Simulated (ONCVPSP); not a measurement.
# Before and after: ONCV potential for Se

selenium, optimised norm-conserving Vanderbilt (ONCV), made with ONCVPSP 4.0.1 (PBE, scalar-relativistic). Core [Ne] 3s2, reference 3p6 3d10 4s2 4p2.5 (charge +1.5). Waves: 4s: rc 1.40 bohr, ncon 5, nbas 10, qcut 4.1 1/bohr, 1 projector; 3p+4p: rc 0.90 bohr, ncon 4, nbas 8, qcut 16.4 1/bohr, 2 projectors; 3d: rc 0.90 bohr, ncon 3, nbas 8, qcut 14.8 1/bohr, local; f scattering state at 0.1 Ha: rc 1.30 bohr, ncon 3, nbas 7, qcut 8.5 1/bohr, 2 projectors, debl 2 Ha. Local part: the d channel. Core correction: Teter function, fcfact 4.75, rcfact 1.6.

Change: d: nproj 1; local potential polynomial inside 0.60 bohr (lpopt 5, dvloc0 1 Ha).

Cutoffs: the cutoffs (Ha) at which the residual kinetic energy of the hardest occupied pseudo-wave falls to 1 and 0.1 mHa per electron; they do not see the model core or the augmentation charge, which bear on the density cutoff. Errors are all-electron minus pseudo energies relative to the spin-unpolarised reference configuration.

Task: Predict the effect on cutoff, ghosts and configuration errors.

Result: The potential gets neither clearly harder nor softer (100 Ha and 172 Ha → 100 Ha and 172 Ha); both files keep a bound ghost (s); of the 4 tests that both files solve, the error grows in 1 and shrinks in 0 by more than 15 % and 0.3 meV (median size 1.7 → 1.6 meV); the range in which the d phases agree widens (upper end 0.1 → 2.0).

```tsv
quantity	base	changed
cutoff, loose	100 Ha	100 Ha
cutoff, tight	172 Ha	172 Ha
bound ghosts	s	s
GHOST(+) flags under 300 eV	f at 249.5 eV	f at 227.5 eV
error for 3p6 3d10 4s2 4p4, meV [ΔE -19.76 eV]	+2.4	+2.2
error for 3p6 3d10 4s2 4p3, meV [ΔE -8.92 eV]	+0.9	+0.9
error for 3p6 3d10 4s2 4p2, meV [ΔE 11.43 eV]	-0.7	-0.9
error for 3p6 3d9 4s2 4p4, meV [ΔE 44.33 eV]	+58	+104
s: phases at 1.42 bohr within 0.05 rad from the reference energy up to (Ha; the scan ends near 5)	0.8	1.2
p: phases at 0.91 bohr within 0.05 rad from the reference energy up to (Ha; the scan ends near 5)	4.5	to the end of the scan
d: phases at 0.91 bohr within 0.05 rad from the reference energy up to (Ha; the scan ends near 5)	0.1	2.0
f: phases at 1.32 bohr within 0.05 rad from the reference energy up to (Ha; the scan ends near 5)	to the end of the scan	to the end of the scan
rms error of d²Exc/dni dnj with the model core, mHa	1.54	1.54
```

 A true bound ghost makes a file unfit for plane-wave use even where its test errors are small: the radial tests pick states by their node count and pass the ghost by.
